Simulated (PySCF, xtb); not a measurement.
CH5BOSe, SMILES OB([SeH])C.

GFN2-xTB (xtb) at its own geometry gives an orbital gap of 4.65 eV and a dipole moment of 4.45 D.

Coordinates come from a B3LYP-D3(BJ)/def2-SVP optimisation. This is a generated structure with no PubChem entry under its InChIKey; it may be hypothetical. Other conformers were not sampled.

**Question.** What does PySCF with M06-2X/def2-TZVP give? (An estimate is asked for; the answer gives what the named calculation found.)

**Answer.** gap 9.14 eV (levels -8.13 and 1.01 eV), dipole 2.40 D.
